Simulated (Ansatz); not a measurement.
Consider the ligand exchange at the Si–C bond: `C=[CH][AlH][CH2][SiH3]` + `S[SiH2]S` → `[SiH3]S[SiH2]S` + `C=[CH][AlH][CH3]`.

Calculated with Ansatz (gas phase, PBE0-D4/def2-TZVP geometries, no zero-point term in ΔE). CBS: MP2 limit from def2 TZ/QZ plus the TZ coupled-cluster correction, frozen cores. Each species was taken in one conformer, which may not be the lowest.

| level | ΔE (eV) |
| --- | --- |
| MP2/CBS(def2) | -0.58 |
| CCSD/CBS(def2) | -0.52 |

(1) What does CCSD(T)/CBS give? (Estimate.)

Largest T1 diagnostic among the species: 0.012.

Results:

(1) The calculation gave: -0.53 eV. The listed levels differ from it by -0.05, 0.01 eV.

The D4 term adds −0.04 eV with B3LYP and −0.02 eV with PBE0; it sums over pairs of atoms, weighted by their polarisabilities, and B3LYP, whose exchange is more repulsive, gets the larger term.

B3LYP here is the variant with VWN-RPA as its local correlation; programs differ in this.
